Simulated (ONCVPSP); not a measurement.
**What the settings do to the ONCV potential of tungsten (W)**

Base potential:

```json
{
 "Element": "tungsten",
 "Generator": "ONCVPSP 4.0.1",
 "Type": "optimised norm-conserving Vanderbilt (ONCV)",
 "Functional": "PBE",
 "Relativity": "scalar-relativistic",
 "Frozen core": "[Kr] 4d10 4f14",
 "Valence charge": "14",
 "Reference configuration": "5s2 5p6 5d4 6s2",
 "Partial waves": "5s+6s: rc 1.90 bohr, ncon 4, nbas 8, qcut 5.4 1/bohr, 3 projectors, debl 2.6 Ha; 5p: rc 1.40 bohr, ncon 4, nbas 8, qcut 7 1/bohr, 1 projector; 5d: rc 2.40 bohr, ncon 4, nbas 9, qcut 5.2 1/bohr, 2 projectors, debl 0.8 Ha",
 "Local potential": "polynomial inside 1.20 bohr (lpopt 5, dvloc0 0 Ha)",
 "Core correction": "Teter function, fcfact 4.75, rcfact 1.45"
}
```

All-electron outer shells of the reference configuration (PBE, scalar-relativistic, ld1.x):

| shell | level (eV) | outermost node (bohr) | outermost maximum (bohr) |
| --- | --- | --- | --- |
| 5s | -79.07 | 0.53 | 0.96 |
| 5p | -43.20 | 0.57 | 1.09 |
| 4f | -33.21 | – | 0.43 |
| 6s | -5.71 | 1.28 | 2.67 |
| 5d | -4.48 | 0.63 | 1.49 |

Cutoffs, loose and tight: the cutoffs (Ha) at which the residual kinetic energy of the hardest occupied pseudo-wave falls to 1 and 0.1 mHa per electron. They do not see the model core or the augmentation charge, which bear on the density cutoff. Test errors are all-electron minus pseudo excitation energies from the reference, over the configurations 5s2 5p6 5d4 6s1; 5s2 5p6 5d4 6s0; 5s2 5p6 5d3 6s0; 5s2 5p6 5d3 6s2 6p1. A dash means not determined; rows that change the core or the reference have their own tests. The largest error is taken over the tests solved by every variant that gives reliable tests at all: 5s2 5p6 5d3 6s0; 5s2 5p6 5d3 6s2 6p1; 5s2 5p6 5d4 6s0.

A true bound ghost makes a file unfit for plane-wave use even where its test errors are small: the radial tests pick states by their node count and pass the ghost by.

```tsv
change	outcome	cutoff, loose	cutoff, tight	bound ghosts	GHOST(+) flags above zero	largest test error (meV)
base	generated	24 Ha	92 Ha	none	s	+69
d: ncon 5, nbas 10	generated	24 Ha	92 Ha	none	s	+65
core correction Teter function, fcfact 4.75, rcfact 0.9	generated	24 Ha	92 Ha	none	s	+73
core correction Teter function, fcfact 2.7, rcfact 1.45	generated	24 Ha	92 Ha	none	s	+71
local potential polynomial inside 1.20 bohr (lpopt 5, dvloc0 -1.5 Ha)	generated	24 Ha	92 Ha	none	s	+82
core correction Teter function, fcfact 2.25, rcfact 1.45	generated	24 Ha	92 Ha	none	s	+72
```

(1) What comes out with this change to the base: local potential polynomial inside 0.95 bohr (lpopt 3, dvloc0 -1 Ha)?

(2) What comes out with this change to the base: s: qcut 6.5; p: qcut 8.4; d: qcut 6.3?

(3) What comes out with this change to the base: p: rc 2?

Answers

(1) outcome: generated; cutoff, loose: 24 Ha; cutoff, tight: 92 Ha; bound ghosts: none; GHOST(+) flags above zero: s, d; largest test error (meV): +104.

(2) outcome: generated; cutoff, loose: 28 Ha; cutoff, tight: 34 Ha; bound ghosts: d; GHOST(+) flags above zero: s; largest test error (meV): +48.

(3) outcome: generated; cutoff, loose: 11 Ha; cutoff, tight: 16 Ha; bound ghosts: none; GHOST(+) flags above zero: s; largest test error (meV): +171.
